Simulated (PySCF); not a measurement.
C2H3N3, SMILES c1ncn[nH]1.

The structure is a stationary point at PBE0-D3(BJ)/def2-SVP.

Computed with TDA-LC-ωPBE/def2-SVPD run with PySCF 2.14.0.

Vertical excitations. Isolated molecule, no solvent. State labels are in the subgroup Cs.

Computed UV-visible absorptions:
```
state  symmetry  energy (eV)  λ (nm)      f                                          main pairs
-----  --------  -----------  ------  -----  --------------------------------------------------
S1           A"         6.75     184  0.009                                    HOMO−1→LUMO 97 %
S2           A'         7.70     161  0.087  HOMO→LUMO 54 %, HOMO−2→LUMO 20 %, HOMO→LUMO+4 15 %
S3           A"         7.73     160  0.001                HOMO−1→LUMO+4 71 %, HOMO−3→LUMO 26 %
S4           A'         8.03     154  0.078  HOMO−2→LUMO 43 %, HOMO→LUMO 30 %, HOMO→LUMO+4 17 %
S5           A"         8.25     150  0.004                                    HOMO→LUMO+1 90 %
S6           A"         8.35     149  0.007                HOMO−3→LUMO 69 %, HOMO−1→LUMO+4 25 %
S7           A'         8.99     138  0.052                                  HOMO−1→LUMO+1 81 %
S8           A"         9.14     136  0.000                HOMO−2→LUMO+1 62 %, HOMO→LUMO+2 24 %
S9           A'         9.20     135  0.448                  HOMO→LUMO+4 54 %, HOMO−2→LUMO 24 %
S10          A"         9.32     133  0.017                HOMO→LUMO+2 63 %, HOMO−2→LUMO+1 26 %
T1           A'         4.84     256      0                                      HOMO→LUMO 88 %
T2           A"         6.12     203      0                                    HOMO−1→LUMO 86 %
T3           A'         6.16     201      0                                    HOMO−2→LUMO 86 %
T4           A'         6.55     189      0                                    HOMO→LUMO+4 80 %
```
Triplets are in the Tamm–Dancoff approximation.
